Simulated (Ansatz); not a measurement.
One change: `[OH][GaH][F]` becomes `[OH][GaH][SH]`.

Ansatz, PBE0-D4/def2-TZVP geometries, multiplicity 1. Each molecule was computed in one conformer, which needn't be the lowest.

Scalar relativity is left out up to krypton.

| property | `[OH][GaH][F]` |
| --- | --- |
| LUMO energy (PBE/def2-TZVPP) / eV | -1.73 |
| HOMO–LUMO gap (B3LYP/def2-TZVPP) / eV | 7.84 |
| LUMO energy (ωB97M-V/def2-TZVPP) / eV | 0.74 |
| zero-point energy (PBE0-D4/def2-TZVP) / kJ/mol | 58.8 |
| size of the dipole moment (ωB97M-V/def2-TZVPP) / D | 3.39 |
| HOMO energy (ωB97M-V/def2-TZVPP) / eV | -11.72 |

**Question.** What does the change do to each property? (An estimate is asked.)

**Answer.** The calculation gave: 
| property | `[OH][GaH][SH]` | shift |
| --- | --- | --- |
| LUMO energy (PBE/def2-TZVPP) / eV | -1.63 | 0.10 |
| HOMO–LUMO gap (B3LYP/def2-TZVPP) / eV | 6.28 | -1.56 |
| LUMO energy (ωB97M-V/def2-TZVPP) / eV | 0.84 | 0.10 |
| zero-point energy (PBE0-D4/def2-TZVP) / kJ/mol | 78.5 | 19.7 |
| size of the dipole moment (ωB97M-V/def2-TZVPP) / D | 1.80 | -1.59 |
| HOMO energy (ωB97M-V/def2-TZVPP) / eV | -9.85 | 1.87 |

With PBE0 the HOMO rises by 1.71 eV and the LUMO rises by 0.07 eV, so the gap narrows by about 1.64 eV. PBE moves the HOMO by 1.26 eV and ωB97M-V by 1.87 eV. The zero-point energy changes by 19.7 kJ/mol with +3 modes. Dipoles are sizes alone; their direction can turn.

B3LYP here is the variant with VWN-RPA as its local correlation; programs differ in this.
